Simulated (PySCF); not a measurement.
Computed shifts of a molecule C3H12OSi2, B3LYP/pcSseg-1 (PySCF), GIAO, gas phase, atoms alike by connectivity averaged where their shifts nearly agree, in ppm (number of nuclei): ¹³C: 78.2 (1), 34.2 (1), 17.0 (1). ²⁹Si: -16.5 (1), -104.5 (1). ¹H: 5.51 (2), 4.39 (1), 3.89 (3), 3.88 (1), 2.25 (1), 1.79 (1), 1.62 (3). References: ¹³C against TMS (σ = 181.3 ppm); ¹⁷O against H2O (σ = 333.8 ppm); ²⁹Si against TMS (σ = 338.7 ppm); ¹H against TMS (σ = 31.68 ppm), references at their B3LYP-D3(BJ)/def2-TZVP geometries, non-relativistic. The structure is a stationary point at PBE-D3(BJ)/def2-SVP. One conformer was computed; it need not be the lowest.

### Question
Which molecule gave these data?
A) C[C@H](C[SiH3])O[SiH3]
B) C[Si@H](CO)C[SiH3]
C) CCCO[SiH2][SiH3]
D) CC[Si@H](C)[SiH2]O

### Answer
C, CCCO[SiH2][SiH3]
